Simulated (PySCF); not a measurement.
These are PBE-D3(BJ)/def2-TZVP // PBE0-D3(BJ)/def2-TZVP run with PySCF values and carry that method's errors. All species are isolated molecules in the gas phase. 

Reference species (SMILES): `C=[SiH2]` (neutral, multiplicity 1).

The dipole moment is 0.60 D.

Changed species: `C=[SiH]C` (whole molecule; the reference has whole molecule).

What does the change do to the dipole moment?

the dipole moment rises by 1.00 D, to 1.60 D.
